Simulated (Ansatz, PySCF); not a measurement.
SbF5, SMILES [F][Sb]([F])([F])([F])[F].

Geometry: PBE0-D3(BJ)/def2-SVP. The isomer is the one that the SMILES or the coordinates give; other isomers of the formula were not compared. The def2 effective core potentials stand for the cores of Sb; spin–orbit coupling is left out.

Vertical ionisation energy (IE) and electron affinity (EA) in eV. Rows of orbital energies are one-electron estimates. Where ΔSCF, EOM or ADC give a negative EA the extra electron is unbound and the value depends on the basis.

```tsv
level	IE	EA
−ε(HOMO), −ε(LUMO), HF/def2-TZVP (PySCF)	?	?
ΔSCF, PBE0/def2-TZVPD (Ansatz), final states of multiplicity 2 and 2	14.75	2.37
```

Some entries are withheld; supply them. (An estimate is asked for; the answer gives what the named calculation found.)


- −ε(HOMO), −ε(LUMO), HF/def2-TZVP (PySCF), IE: 17.73
- −ε(HOMO), −ε(LUMO), HF/def2-TZVP (PySCF), EA: 0.36

What vertical singlet–triplet gap does ΔSCF give with PBE0/def2-TZVPD (Ansatz, a program for electronic structure)? (An estimate is asked for; the answer gives what the named calculation found.)

5.82 eV (triplet above singlet where positive).
